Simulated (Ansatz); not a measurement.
The same path of C$_{2}$H$_{8}$AlN (12 atoms, charge 0, multiplicity 1) was run twice with different band settings. Lost on the way: Al1–C2, N3–H4. Made: C2–H4.

These are results of Ansatz, UKS B3LYP-D4/6-31G*, not measurements.

Relaxed end points:

```xyz
12
Properties=species:S:1:pos:R:3
Al -0.011 -0.166 0.062
C 0.474 1.260 1.327
N -0.096 -1.844 0.670
H 0.103 -2.129 1.622
C -0.405 0.154 -1.838
H -0.351 1.972 1.458
H 1.331 1.843 0.966
H 0.734 0.877 2.321
H -0.342 -2.653 0.112
H -1.091 1.000 -1.973
H -0.855 -0.717 -2.331
H 0.509 0.404 -2.395
```

```xyz
12
Properties=species:S:1:pos:R:3
Al -0.326 -1.397 -0.901
C 0.458 1.057 1.667
N -0.166 -2.413 0.396
H 0.357 -0.031 1.711
C -0.393 0.228 -1.979
H -0.514 1.512 1.452
H 1.173 1.335 0.886
H 0.820 1.430 2.629
H -0.193 -3.376 0.693
H -0.595 1.085 -1.329
H -1.181 0.173 -2.736
H 0.562 0.397 -2.487
```

Common settings: movable images 9; climbing image yes; spring 5.0 eV/Å²; optimiser quadratic models (default); force threshold 0.05 eV/Å; end points relaxed.

| run | start path | iteration limit |
| --- | --- | --- |
| 1 | through a guess of the saddle point | 20 |
| 2 | straight line | 18 |

Problem. What does each run give, and how far can it be trusted?

Solution. Run 1: converged after 15 iterations, highest image 3.194 eV above the first end. Neighbouring images differ by up to 1.2 eV, so the band resolves the path poorly. A vibrational analysis at the climbing image gives one clearly imaginary mode, 1415i cm⁻¹: a first-order saddle point.
Run 2: converged after 14 iterations, highest image 3.193 eV above the first end. Neighbouring images differ by up to 1.2 eV, so the band resolves the path poorly. Another band between the same ends (9 images) ends at a top of the same energy, where a vibrational analysis finds 1 clearly imaginary mode.
The orbitals were unrestricted but ended closed-shell.
